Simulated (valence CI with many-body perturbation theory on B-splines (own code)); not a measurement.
**E1 transitions of Bi76+**

Level of theory: configuration interaction combined with many-body perturbation theory (CI+MBPT): five valence electrons over a frozen Dirac-Fock core [He], radial functions for each j: 11 s, 11 p, 10 d, 8 f, 5 g, 2 h, with the one-electron correlation potential Σ1, the two-electron term Σ2, the three-electron term Σ3, Breit, model QED; selected CI, second order for the rest, scaled by the run's own slope (own B-spline code, finite nucleus).

The last digits are not significant, and no measured levels were compared; by estimate large intervals hold to a few tenths of a per cent, small ones and those within an open d or f shell to about a per cent. Among the levels kept, up to 7700 cm⁻¹ of a level comes from second order outside the variational space, and about a tenth of that is noise between levels of different J, which matters for small intervals.

Lines 201 to 250 of 600 in falling wavelength, among levels below 142950 × 10³ cm⁻¹, chosen from the strongest by gf and those to the six lowest levels. Wavelengths and rates use the calculated energies. Electric multipoles are in the length gauge, E1 and E2 with the static RPA response of the core. Weak lines are less certain than strong ones. Lines between different terms over intervals too small for the method are left out, as are lines whose strength nearly cancels. The highest levels of a list are the least certain.

Levels are named by their leading jj configuration (3d3/2^4 stands for four electrons in 3d with j = 3/2), which in mixed levels can hold well under half, so a name can repeat and another be missing. Letters in brackets count levels of one name in rising energy.

```tsv
λ vac (nm)	Upper	Lower	A (s⁻¹)	S (a.u.)
0.4418	(2s 2p1/2^2 2p3/2^2) J=5/2	(2s^2 2p1/2^2 2p3/2) J=3/2	9.31e+12	2.38e-03
0.4413	(2p1/2^2 2p3/2^2 3p3/2) J=5/2	(2s 2p1/2^2 2p3/2 3p3/2) J=3/2 [b]	1.62e+13	4.12e-03
0.4402	(2s 2p1/2 2p3/2^2 3d5/2) J=7/2 [b]	(2s^2 2p1/2 2p3/2 3d5/2) J=5/2 [a]	4.13e+12	1.39e-03
0.4401	(2s 2p1/2 2p3/2^3) J=3/2 [a]	(2s^2 2p1/2 2p3/2^2) J=5/2	9.64e+11	1.62e-04
0.4384	(2p1/2^2 2p3/2^2 3s) J=5/2	(2s 2p1/2^2 2p3/2 3s) J=3/2 [b]	2.37e+13	5.93e-03
0.4381	(2p1/2^2 2p3/2^2 3p3/2) J=7/2	(2s 2p1/2^2 2p3/2 3p3/2) J=5/2 [b]	2.85e+13	9.48e-03
0.4380	(2p1/2^2 2p3/2^2 3p3/2) J=5/2	(2s 2p1/2^2 2p3/2 3p3/2) J=5/2 [b]	5.80e+12	1.44e-03
0.4371	(2p1/2^2 2p3/2^2 3p1/2) J=5/2	(2s 2p1/2^2 2p3/2 3p1/2) J=3/2 [b]	2.77e+13	6.84e-03
0.4371	(2p1/2^2 2p3/2^2 3p1/2) J=3/2	(2s 2p1/2^2 2p3/2 3p1/2) J=1/2	2.36e+13	3.88e-03
0.4366	(2s 2p1/2 2p3/2^2 3p3/2) J=5/2 [b]	(2s^2 2p1/2 2p3/2 3p3/2) J=3/2 [a]	1.04e+13	2.57e-03
0.4365	(2s 2p1/2 2p3/2^3) J=3/2 [a]	(2s^2 2p1/2 2p3/2^2) J=3/2	2.91e+13	4.78e-03
0.4363	(2p1/2^2 2p3/2^2 3s) J=3/2	(2s 2p1/2^2 2p3/2 3s) J=3/2 [b]	1.12e+13	1.84e-03
0.4346	(2p1/2^2 2p3/2^2 3s) J=3/2	(2s 2p1/2^2 2p3/2 3s) J=1/2	2.27e+13	3.68e-03
0.4339	(2s 2p1/2 2p3/2^2 3p3/2) J=3/2 [f]	(2s^2 2p1/2 2p3/2 3p3/2) J=1/2 [b]	8.42e+12	1.36e-03
0.4335	(2s 2p1/2 2p3/2^2 3p3/2) J=1/2 [c]	(2s^2 2p1/2 2p3/2 3p3/2) J=1/2 [b]	1.67e+13	1.34e-03
0.4334	(2s 2p1/2 2p3/2^3) J=5/2	(2s^2 2p1/2 2p3/2^2) J=5/2	2.84e+13	6.84e-03
0.4332	(2p1/2^2 2p3/2^2 3p3/2) J=3/2	(2s 2p1/2^2 2p3/2 3p3/2) J=1/2 [b]	2.36e+13	3.78e-03
0.4324	(2s 2p1/2 2p3/2^2 3p3/2) J=7/2 [c]	(2s^2 2p1/2 2p3/2 3p3/2) J=5/2 [b]	1.07e+13	3.43e-03
0.4319	(2s 2p1/2 2p3/2^2 3p3/2) J=5/2 [c]	(2s^2 2p1/2 2p3/2 3p3/2) J=3/2 [b]	1.19e+13	2.83e-03
0.4316	(2s 2p1/2 2p3/2^2 3d5/2) J=7/2 [c]	(2s^2 2p1/2 2p3/2 3d5/2) J=5/2 [b]	8.83e+12	2.80e-03
0.4315	(2s 2p1/2 2p3/2^2 3d5/2) J=9/2 [c]	(2s^2 2p1/2 2p3/2 3d5/2) J=7/2 [b]	1.24e+13	4.90e-03
0.4309	(2s 2p1/2 2p3/2^3) J=1/2	(2s^2 2p1/2 2p3/2^2) J=1/2	2.03e+13	1.60e-03
0.4306	(2s 2p1/2 2p3/2^2 3d5/2) J=7/2 [d]	(2s^2 2p1/2 2p3/2 3d5/2) J=7/2 [b]	6.94e+12	2.19e-03
0.4306	(2s 2p1/2 2p3/2^2 3p3/2) J=3/2 [e]	(2s^2 2p1/2 2p3/2 3p3/2) J=3/2 [b]	2.00e+13	3.15e-03
0.4305	(2s 2p1/2 2p3/2^2 3d5/2) J=5/2 [d]	(2s^2 2p1/2 2p3/2 3d5/2) J=5/2 [b]	1.51e+13	3.57e-03
0.4303	(2s 2p1/2 2p3/2^2 3d5/2) J=3/2 [d]	(2s^2 2p1/2 2p3/2 3d5/2) J=1/2	1.48e+13	2.33e-03
0.4303	(2s 2p1/2 2p3/2^2 3d5/2) J=3/2 [c]	(2s^2 2p1/2 2p3/2 3d5/2) J=3/2 [b]	1.18e+13	1.86e-03
0.4302	(2s 2p1/2^2 2p3/2 3d5/2) J=7/2 [b]	(2s^2 2p1/2^2 3d5/2) J=5/2	3.51e+13	1.10e-02
0.4300	(2s 2p1/2 2p3/2^3) J=5/2	(2s^2 2p1/2 2p3/2^2) J=3/2	1.88e+12	4.42e-04
0.4300	(2s 2p1/2^2 2p3/2 3p3/2) J=5/2 [b]	(2s^2 2p1/2^2 3p3/2) J=3/2	3.83e+13	9.02e-03
0.4300	(2s 2p1/2 2p3/2^3) J=3/2 [b]	(2s^2 2p1/2 2p3/2^2) J=1/2	1.89e+13	2.97e-03
0.4298	(2s 2p1/2 2p3/2^2 3d5/2) J=5/2 [e]	(2s^2 2p1/2 2p3/2 3d5/2) J=3/2 [b]	1.55e+13	3.64e-03
0.4297	(2p1/2 2p3/2^4) J=1/2	(2s 2p1/2 2p3/2^3) J=3/2 [b]	8.15e+13	6.38e-03
0.4297	(2s 2p1/2 2p3/2^2 3d3/2) J=3/2 [c]	(2s^2 2p1/2 2p3/2 3d3/2) J=5/2 [a]	1.94e+13	3.05e-03
0.4297	(2s 2p1/2 2p3/2^2 3d5/2) J=7/2 [e]	(2s^2 2p1/2 2p3/2 3d5/2) J=7/2 [b]	1.99e+13	6.22e-03
0.4296	(2s 2p1/2 2p3/2^2 3d3/2) J=3/2 [c]	(2s^2 2p1/2 2p3/2 3d3/2) J=3/2 [a]	8.48e+12	1.33e-03
0.4295	(2s 2p1/2 2p3/2^2 3d5/2) J=3/2 [d]	(2s^2 2p1/2 2p3/2 3d5/2) J=3/2 [b]	8.84e+12	1.38e-03
0.4294	(2p1/2^2 2p3/2^3) J=3/2	(2s 2p1/2^2 2p3/2^2) J=3/2	5.99e+13	9.36e-03
0.4292	(2p1/2^2 2p3/2^3) J=3/2	(2s 2p1/2^2 2p3/2^2) J=1/2	1.42e+13	2.21e-03
0.4291	(2s 2p1/2 2p3/2^2 3d5/2) J=7/2 [c]	(2s^2 2p1/2 2p3/2 3d5/2) J=5/2 [a]	6.06e+12	1.89e-03
0.4291	(2s 2p1/2^2 2p3/2 3d3/2) J=3/2 [b]	(2s^2 2p1/2^2 3d3/2) J=3/2	3.91e+13	6.10e-03
0.4291	(2s 2p1/2 2p3/2^2 3p3/2) J=5/2 [e]	(2s^2 2p1/2 2p3/2 3p3/2) J=5/2 [b]	3.09e+13	7.23e-03
0.4290	(2s 2p1/2 2p3/2^2 3s) J=1/2 [a]	(2s^2 2p1/2 2p3/2 3s) J=3/2 [a]	2.58e+13	2.01e-03
0.4288	(2p1/2 2p3/2^4) J=1/2	(2s 2p1/2 2p3/2^3) J=1/2	3.92e+13	3.05e-03
0.4287	(2s 2p1/2 2p3/2^2 3p3/2) J=3/2 [g]	(2s^2 2p1/2 2p3/2 3p3/2) J=1/2 [b]	1.37e+13	2.14e-03
0.4284	(2s 2p1/2 2p3/2^2 3p3/2) J=3/2 [d]	(2s^2 2p1/2 2p3/2 3p3/2) J=5/2 [a]	2.25e+13	3.49e-03
0.4284	(2s 2p1/2 2p3/2^2 3d3/2) J=3/2 [f]	(2s^2 2p1/2 2p3/2 3d3/2) J=1/2 [b]	1.22e+13	1.89e-03
0.4284	(2s 2p1/2 2p3/2^2 3s) J=3/2 [b]	(2s^2 2p1/2 2p3/2 3s) J=3/2 [b]	1.05e+13	1.63e-03
0.4284	(2s 2p3/2^4) J=1/2	(2s^2 2p3/2^3) J=3/2	6.29e+13	4.88e-03
0.4284	(2s 2p1/2^2 2p3/2 3d3/2) J=5/2 [b]	(2s^2 2p1/2^2 3d3/2) J=3/2	3.53e+13	8.21e-03
```
